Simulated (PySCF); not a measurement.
## Spinor energies of Fe¹⁷⁺ (iron, charge +17)

Start: [He] 2s2 2p5; 2p1/2 filled at m_j = -1/2, +1/2; 2p3/2 filled at m_j = -1/2, +1/2, +3/2. Calculated with PySCF 2.14 in an uncontracted even-tempered set (18 s from 3.8 bohr⁻², ratio 2.4; 12 p from 4.9 bohr⁻², ratio 2.4; 5 d from 22 bohr⁻², ratio 2.6; 5 f from 33 bohr⁻², ratio 2.6): generalised Hartree-Fock with the X2C-1e Hamiltonian and a Gaussian nucleus; one run each with spin-orbit coupling (SO) switched off, then screened by Boettger's factors.

```json
{"spinor shell": "1s1/2", "electrons": "2", "ε, spin-free (eV)": "-7853.5", "ε, screened SO (eV)": "-7853.0", "weight of nominal j (screened SO)": "1.000", "rms radius, screened SO (bohr)": "0.0673"}
{"spinor shell": "2s1/2", "electrons": "2", "ε, spin-free (eV)": "-1483.2", "ε, screened SO (eV)": "-1483.0", "weight of nominal j (screened SO)": "1.000", "rms radius, screened SO (bohr)": "0.280"}
{"spinor shell": "2p1/2", "electrons": "2", "ε, spin-free (eV)": "-1367.1", "ε, screened SO (eV)": "-1376.4", "weight of nominal j (screened SO)": "0.930", "rms radius, screened SO (bohr)": "0.248"}
{"spinor shell": "2p3/2", "electrons": "3", "ε, spin-free (eV)": "-1367.1", "ε, screened SO (eV)": "-1362.3", "weight of nominal j (screened SO)": "0.953", "rms radius, screened SO (bohr)": "0.250"}
```

| quantity | spin-free | screened SO |
| --- | --- | --- |
| E (hartree) | -1101.75288 | -1101.93015 |
| M_J | 3/2 | 3/2 |
| ⟨J²⟩ | 3.750 | 3.750 |
| ⟨L²⟩ | 2.000 | 2.000 |
| ⟨S²⟩ | 0.750 | 0.750 |

Each row is a mean over spinors that exchange with the open shell spreads, by up to 19.534 eV (2s1/2).

Without spin-orbit coupling the j labels of p, d and f shells carry no meaning; the spin-free column gives the mean over the occupied spinors of each nl shell.
